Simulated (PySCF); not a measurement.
**Excitation energy of F²⁺ by level of theory**

F²⁺ [He] 2s2 2p3 (4S) → F²⁺ [He] 2s1 2p4 (4P), as a difference of total energies. Calculation: PySCF 2.14, in x2c-TZVPPall with one added diffuse shell each of s, p, d type (6s4p3d1f, 40 functions); scalar relativity by spin-free X2C-1e. Correlated levels: valence and next inner shell: nothing frozen. The calculations carry no spin-orbit coupling.

```json
{"method": "UHF", "excitation energy (eV)": "18.927"}
{"method": "MP2 (valence and next inner shell)", "excitation energy (eV)": "18.949"}
{"method": "SCS-MP2 (valence and next inner shell)", "excitation energy (eV)": "18.970"}
{"method": "CCSD (valence and next inner shell)", "excitation energy (eV)": "18.915"}
{"method": "CCSD(T) (valence and next inner shell)", "excitation energy (eV)": "18.910"}
```

A first-order spin-orbit estimate (lowest level to lowest level, LS coupling) adds -0.024 eV.
